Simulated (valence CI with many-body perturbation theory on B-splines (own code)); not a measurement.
**Ho XXXIV: electric-dipole lines**

Method: valence CI with perturbative core correlation (CI+MBPT): six valence electrons over a frozen Dirac-Fock core [Ar] 3d10, radial functions for each j: 9 s, 9 p, 8 d, 6 f, 3 g, 1 h, with the one-electron correlation potential Σ1, the two-electron term Σ2, the three-electron term Σ3, Breit, model QED; selected CI, second order for the rest, scaled by the run's own slope (own B-spline code, finite nucleus).

The last digits are not significant, and no measured levels were compared; by estimate large intervals hold to a few tenths of a per cent, small ones and those within an open d or f shell to about a per cent. Among the levels kept, up to 640 cm⁻¹ of a level comes from second order outside the variational space, and about a tenth of that is noise between levels of different J, which matters for small intervals.

Lines 1 to 50 of 90 in falling wavelength, among levels below 1760300 cm⁻¹, chosen from the strongest by gf and those to the six lowest levels. Wavelengths and rates use the calculated energies. Electric multipoles are in the length gauge, E1 and E2 with the static RPA response of the core. Weak lines are less certain than strong ones. Lines between different terms over intervals too small for the method are left out, as are lines whose strength nearly cancels. The highest levels of a list are the least certain.

Levels are named by their leading jj configuration (3d3/2^4 stands for four electrons in 3d with j = 3/2), which in mixed levels can hold well under half, so a name can repeat and another be missing. Letters in brackets count levels of one name in rising energy.

| λ vac (Å) | Upper | Lower | A (s⁻¹) | S (a.u.) |
| --- | --- | --- | --- | --- |
| 779.5 | (4s^2 4p1/2^2 4p3/2 4d3/2) J=1 | (4s^2 4p3/2^4) J=0 | 2.63e+05 | 1.85e-04 |
| 364.3 | (4s 4p1/2^2 4p3/2^3) J=1 | (4s^2 4p3/2^4) J=0 | 1.64e+07 | 1.18e-03 |
| 274.9 | (4s^2 4p1/2^2 4p3/2 4d5/2) J=1 | (4s^2 4p3/2^4) J=0 | 1.04e+07 | 3.21e-04 |
| 192.4 | (4s^2 4p1/2 4p3/2^2 4d3/2) J=1 [a] | (4s^2 4p3/2^4) J=0 | 2.31e+08 | 2.43e-03 |
| 175.6 | (4s^2 4p1/2^2 4p3/2 4d3/2) J=2 | (4s^2 4p1/2 4p3/2^3) J=2 | 9.74e+08 | 1.30e-02 |
| 172.2 | (4s^2 4p1/2^2 4p3/2 4d3/2) J=1 | (4s^2 4p1/2 4p3/2^3) J=2 | 1.60e+09 | 1.21e-02 |
| 166.4 | (4s^2 4p1/2^2 4p3/2 4d3/2) J=2 | (4s^2 4p1/2 4p3/2^3) J=1 | 1.12e+09 | 1.27e-02 |
| 166.4 | (4s^2 4p1/2^2 4p3/2 4d3/2) J=3 | (4s^2 4p1/2 4p3/2^3) J=2 | 1.20e+07 | 1.91e-04 |
| 164.7 | (4s^2 4p1/2 4p3/2^2 4d5/2) J=1 [a] | (4s^2 4p3/2^4) J=0 | 2.48e+09 | 1.64e-02 |
| 164.6 | (4s 4p1/2^2 4p3/2^3) J=2 | (4s^2 4p1/2 4p3/2^3) J=2 | 2.60e+09 | 2.86e-02 |
| 163.3 | (4s^2 4p1/2^2 4p3/2 4d3/2) J=1 | (4s^2 4p1/2 4p3/2^3) J=1 | 3.23e+08 | 2.08e-03 |
| 159.2 | (4s^2 4p1/2^2 4p3/2 4d3/2) J=0 | (4s^2 4p1/2 4p3/2^3) J=1 | 9.41e+07 | 1.87e-04 |
| 156.4 | (4s 4p1/2^2 4p3/2^3) J=2 | (4s^2 4p1/2 4p3/2^3) J=1 | 3.60e+09 | 3.40e-02 |
| 147.3 | (4s^2 4p1/2 4p3/2^2 4d3/2) J=1 [b] | (4s^2 4p3/2^4) J=0 | 8.14e+08 | 3.85e-03 |
| 137.6 | (4s 4p1/2^2 4p3/2^3) J=1 | (4s^2 4p1/2 4p3/2^3) J=2 | 1.18e+10 | 4.56e-02 |
| 136.0 | (4s^2 4p1/2 4p3/2^2 4d3/2) J=1 [c] | (4s^2 4p3/2^4) J=0 | 6.53e+08 | 2.43e-03 |
| 134.1 | (4s^2 4p1/2^2 4p3/2 4d5/2) J=2 | (4s^2 4p1/2 4p3/2^3) J=2 | 3.15e+09 | 1.87e-02 |
| 131.8 | (4s 4p1/2^2 4p3/2^3) J=1 | (4s^2 4p1/2 4p3/2^3) J=1 | 4.06e+09 | 1.38e-02 |
| 130.0 | (4s^2 4p1/2^2 4p3/2 4d5/2) J=3 | (4s^2 4p1/2 4p3/2^3) J=2 | 9.87e+05 | 7.50e-06 |
| 128.6 | (4s^2 4p1/2^2 4p3/2 4d5/2) J=2 | (4s^2 4p1/2 4p3/2^3) J=1 | 4.54e+09 | 2.39e-02 |
| 128.0 | (4s^2 4p1/2 4p3/2^2 4d3/2) J=1 [d] | (4s^2 4p3/2^4) J=0 | 2.44e+09 | 7.57e-03 |
| 122.5 | (4s^2 4p1/2^2 4p3/2 4d5/2) J=1 | (4s^2 4p1/2 4p3/2^3) J=2 | 4.19e+09 | 1.14e-02 |
| 121.5 | (4s^2 4p1/2 4p3/2^2 4d5/2) J=1 [b] | (4s^2 4p3/2^4) J=0 | 6.64e+09 | 1.76e-02 |
| 118.0 | (4s^2 4p1/2^2 4p3/2 4d5/2) J=1 | (4s^2 4p1/2 4p3/2^3) J=1 | 2.10e+09 | 5.09e-03 |
| 102.9 | (4s^2 4p1/2 4p3/2^2 4d3/2) J=1 [a] | (4s^2 4p1/2 4p3/2^3) J=2 | 1.93e+08 | 3.12e-04 |
| 102.3 | (4s^2 4p1/2 4p3/2^2 4d3/2) J=2 [a] | (4s^2 4p1/2 4p3/2^3) J=2 | 8.95e+08 | 2.37e-03 |
| 102.1 | (4s^2 4p1/2^2 4p3/2 4d3/2) J=1 | (4s^2 4p1/2^2 4p3/2^2) J=0 | 2.14e+07 | 3.37e-05 |
| 100.3 | (4s^2 4p1/2 4p3/2^2 4d3/2) J=0 | (4s^2 4p1/2 4p3/2^3) J=1 | 9.05e+07 | 4.51e-05 |
| 99.91 | (4s^2 4p1/2 4p3/2^2 4d3/2) J=3 [a] | (4s^2 4p1/2 4p3/2^3) J=2 | 2.89e+08 | 9.95e-04 |
| 99.62 | (4s^2 4p1/2 4p3/2^2 4d3/2) J=1 [a] | (4s^2 4p1/2 4p3/2^3) J=1 | 2.69e+08 | 3.94e-04 |
| 99.13 | (4s^2 4p1/2 4p3/2^2 4d3/2) J=2 [a] | (4s^2 4p1/2 4p3/2^3) J=1 | 2.69e+05 | 6.46e-07 |
| 97.26 | (4s^2 4p1/2^2 4p3/2 4d3/2) J=2 | (4s^2 4p1/2^2 4p3/2^2) J=2 | 7.49e+06 | 1.70e-05 |
| 96.21 | (4s^2 4p1/2^2 4p3/2 4d3/2) J=1 | (4s^2 4p1/2^2 4p3/2^2) J=2 | 2.85e+05 | 3.76e-07 |
| 94.37 | (4s^2 4p1/2 4p3/2^2 4d5/2) J=1 [a] | (4s^2 4p1/2 4p3/2^3) J=2 | 1.73e+10 | 2.15e-02 |
| 94.35 | (4s^2 4p1/2^2 4p3/2 4d3/2) J=3 | (4s^2 4p1/2^2 4p3/2^2) J=2 | 9.02e+07 | 2.62e-04 |
| 93.77 | (4s 4p1/2^2 4p3/2^3) J=2 | (4s^2 4p1/2^2 4p3/2^2) J=2 | 1.68e+10 | 3.42e-02 |
| 93.67 | (4s^2 4p1/2 4p3/2^2 4d5/2) J=3 [a] | (4s^2 4p1/2 4p3/2^3) J=2 | 3.16e+08 | 8.99e-04 |
| 93.58 | (4s^2 4p1/2 4p3/2^2 4d3/2) J=2 [b] | (4s^2 4p1/2 4p3/2^3) J=2 | 2.79e+08 | 5.64e-04 |
| 93.47 | (4s 4p1/2 4p3/2^4) J=0 | (4s^2 4p1/2 4p3/2^3) J=1 | 3.48e+10 | 1.40e-02 |
| 91.63 | (4s^2 4p1/2 4p3/2^2 4d5/2) J=1 [a] | (4s^2 4p1/2 4p3/2^3) J=1 | 8.66e+08 | 9.86e-04 |
| 90.89 | (4s^2 4p1/2 4p3/2^2 4d3/2) J=2 [b] | (4s^2 4p1/2 4p3/2^3) J=1 | 3.41e+08 | 6.32e-04 |
| 88.86 | (4s 4p1/2^2 4p3/2^3) J=1 | (4s^2 4p1/2^2 4p3/2^2) J=0 | 6.21e+09 | 6.45e-03 |
| 88.41 | (4s^2 4p1/2 4p3/2^2 4d3/2) J=1 [b] | (4s^2 4p1/2 4p3/2^3) J=2 | 5.94e+09 | 6.08e-03 |
| 88.05 | (4s^2 4p1/2 4p3/2^2 4d3/2) J=2 [c] | (4s^2 4p1/2 4p3/2^3) J=2 | 2.11e+09 | 3.55e-03 |
| 87.50 | (4s^2 4p1/2 4p3/2^2 4d3/2) J=3 [b] | (4s^2 4p1/2 4p3/2^3) J=2 | 3.51e+09 | 8.12e-03 |
| 86.00 | (4s^2 4p1/2 4p3/2^2 4d3/2) J=1 [b] | (4s^2 4p1/2 4p3/2^3) J=1 | 7.95e+09 | 7.49e-03 |
| 85.66 | (4s^2 4p1/2 4p3/2^2 4d3/2) J=2 [c] | (4s^2 4p1/2 4p3/2^3) J=1 | 1.38e+10 | 2.15e-02 |
| 84.91 | (4s^2 4p1/2 4p3/2^2 4d5/2) J=2 [a] | (4s^2 4p1/2 4p3/2^3) J=2 | 1.19e+09 | 1.80e-03 |
| 84.35 | (4s 4p1/2^2 4p3/2^3) J=1 | (4s^2 4p1/2^2 4p3/2^2) J=2 | 1.94e+11 | 1.72e-01 |
| 84.21 | (4s^2 4p1/2 4p3/2^2 4d3/2) J=1 [c] | (4s^2 4p1/2 4p3/2^3) J=2 | 8.20e+08 | 7.25e-04 |
